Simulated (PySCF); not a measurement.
**PP3SeOO nortricyclane**

Geometry:
| atom | x (Å) | y (Å) | z (Å) |
| --- | --- | --- | --- |
| P1 | -0.639 | -0.383 | 1.371 |
| Se2 | -1.791 | 1.100 | 0.042 |
| P3 | -0.178 | 0.978 | -1.515 |
| P4 | 0.532 | -1.146 | -1.169 |
| O5 | -0.348 | -1.485 | 0.200 |
| P6 | 1.612 | 0.575 | -0.185 |
| O7 | 0.812 | 0.361 | 1.256 |

Theory: GIAO LC-wPBE/def2-SVP magnetisability, rotational g tensor and spin-rotation constants, non-relativistic, gas phase in PySCF. Geometry: GFN2-xTB.

The calculation is non-relativistic, which matters for the atoms heavier than Zn.

(1) Give the nuclear spin-rotation constants along the inertial axes (H = +C I·J) beside the isotropic shieldings.

Results:

(1) Rotational constants 1.5206, 0.9677, 0.8383 GHz. A star marks the isotopologue with that one atom substituted, in its own axes.
```
atom  isotope  Caa (kHz)  Cbb (kHz)  Ccc (kHz)  mean (kHz)  σ (ppm)
  P1      31P      3.045      1.624      1.374       2.014    239.2
  P3      31P      1.066      0.896      0.930       0.964    590.0
  P4      31P      1.739      0.706      1.506       1.317    463.3
  P6      31P      1.739      0.706      1.507       1.318    463.1
 Se2    77Se*      2.512      0.951      1.706       1.723   1673.2
  O5     17O*     -0.160     -0.153     -0.065      -0.126    256.1
```
For the geometry as given, no vibrational averaging.
